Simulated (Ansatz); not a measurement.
Species: CH$_{3}$F$_{2}$Si, SMILES `C[Si](F)F` (charge 0, multiplicity 2).

Q: Give a relaxed geometry from r2SCAN-D4/def2-TZVP run with Ansatz (a quantum-chemistry and plane-wave program).

A: the end point of this relaxation (outside a Z-matrix the atoms follow the SMILES, hydrogens last).
Bonded distances (Å): C1–Si2 1.860, C1–H5 1.091, C1–H6 1.095, C1–H7 1.091, Si2–F3 1.600, Si2–F4 1.600. Bond angles (°): Si2–C1–H5 110.9, Si2–C1–H6 108.4, Si2–C1–H7 110.9, H5–C1–H6 108.8, H5–C1–H7 108.8, H6–C1–H7 108.8, C1–Si2–F3 108.5, C1–Si2–F4 108.5, F3–Si2–F4 106.0.
